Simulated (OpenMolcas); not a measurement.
**C+: CASPT2 settings compared**

```yaml
Program: OpenMolcas 26.06
Basis: ANO-RCC-VDZ [3s2p]
Scalar_Hamiltonian: DKH3, point nucleus
Active_space: 3 electrons in 4 orbitals (2s 2p)
State_averaging: 2S+1 = 4 odd, 1 root; 2S+1 = 2 odd, 11 roots kept (CI in the orbitals of an earlier block); 2S+1 = 4 even, 3 roots; 2S+1 = 2 even, 9 roots kept (CI in the orbitals of an earlier block)
Spin-orbit_coupling: state interaction with AMFI integrals over the reference wave functions, term energies averaged over their components
```

Methods on the same reference wave functions:
A. CASSCF
B. SS-CASPT2, IPEA 0.5 Eh, real shift 0.2 Eh (closed shells correlated: 1s)
C. SS-CASPT2, IPEA 0.75 Eh, sigma1 regulariser 0.25 Eh (closed shells correlated: 1s)
D. MS-CASPT2, IPEA 0.75 Eh, sigma1 regulariser 0.25 Eh (closed shells correlated: 1s)
E. MS-CASPT2, IPEA 0.5 Eh, real shift 0.2 Eh (closed shells correlated: 1s)
F. XMS-CASPT2, IPEA 0.4 Eh, imaginary shift 0.5 Eh (closed shells correlated: 1s)

Energies in cm⁻¹ above 2s² 2p ²P°_1/2, the measured ground level; measured values from NIST Handbook of Basic Atomic Spectroscopic Data.

```
         Level       A       B       C       D       E       F  Measured
2s² 2p ²P°_1/2     0.0     0.0     0.0     0.0     0.0     0.0       0.0
2s² 2p ²P°_3/2    59.3    59.3    59.3    59.2    59.3    59.3      63.4
 2s 2p² ⁴P_1/2   35811   38150   38070   38070   38150   39120     43003
 2s 2p² ⁴P_3/2   35832   38170   38090   38090   38170   39140     43025
 2s 2p² ⁴P_5/2   35868   38200   38130   38130   38200   39180     43054
 2s 2p² ²D_3/2   79669   80710   80690   80690   80710   81450     74933
 2s 2p² ²D_5/2   79669   80710   80690   80690   80710   81450     74930
 2s 2p² ²S_1/2  102622  100780  100970  100970  100780  102080     96494
 2s 2p² ²P_1/2  121381  121030  121070  121070  121030  121800    110624
 2s 2p² ²P_3/2  121424  121070  121120  121120  121070  121840    110666
   2p³ ⁴S°_3/2  137759  139240  139230  139230  139240  140310    142027
   2p³ ²D°_3/2  160278  161100  161060  161060  161100  161950    150467
   2p³ ²D°_5/2  160279  161100  161060  161060  161100  161950    150462
   2p³ ²P°_1/2  183707  182370  182460  182460  182370  183190    168730
   2p³ ²P°_3/2  183710  182380  182470  182470  182380  183190    168748
```

Deviations, from unrounded energies. A percentage is the sum of absolute deviations over the sum of measured energies, with the sign that they share, or ± where signs differ.

| Against measurement | Levels | A | B | C | D | E | F |
| --- | --- | --- | --- | --- | --- | --- | --- |
| mean absolute deviation (cm-1) | 14 | 8000 | 7300 | 7400 | 7400 | 7300 | 7600 |
| fine structure of the ground term (%) | 1 | -6.6 | -6.6 | -6.6 | -6.6 | -6.6 | -6.6 |
| other configurations (%) | 13 | ±8.2 | ±7.4 | ±7.5 | ±7.5 | ±7.4 | ±7.7 |

B, C, D, E, F lie about equally close to measurement and A furthest from it. The largest miss of B in the table is 2p³ ²P°_1/2, by +14000 cm-1. The ranking rests on the paired levels alone, and a cruder setting can come out closer through cancelling errors.

Among B to F the level of the table that moves most is 2s 2p² ²S_1/2, by 1300 cm-1 (lowest in B, highest in F). Moves below CASPT2's spread within the term are not significant.

The mean deviations of B to F differ by less than CASPT2's widest spread within a term (330 cm-1), so their order carries little weight.

The lowest spin-free term lies below A's lowest term by 0.015 hartree in B, 0.014 hartree in C, 0.014 hartree in D, 0.015 hartree in E, 0.020 hartree in F.

CASPT2 breaks the degeneracy within a term, and the mean is taken; among the terms shown or strongly mixed into the levels shown the widest spread is 330 cm-1 (2p³ ²D°, F). Terms from blocks run as CI alone lack orbitals of their own. Without dynamic correlation excited terms often stand tens of per cent too high (terms of higher spin than the ground term too low), and those without a measured partner can miss by more than the paired ones (holds for A). Computed and measured levels are paired by configuration, term and J; levels that our copy of the source lacks, or whose pairing is in doubt (as where it misses far off the trend of its configuration), stay unpaired and out of the deviations. Levels of configurations outside the active space are missing.

° marks odd parity.
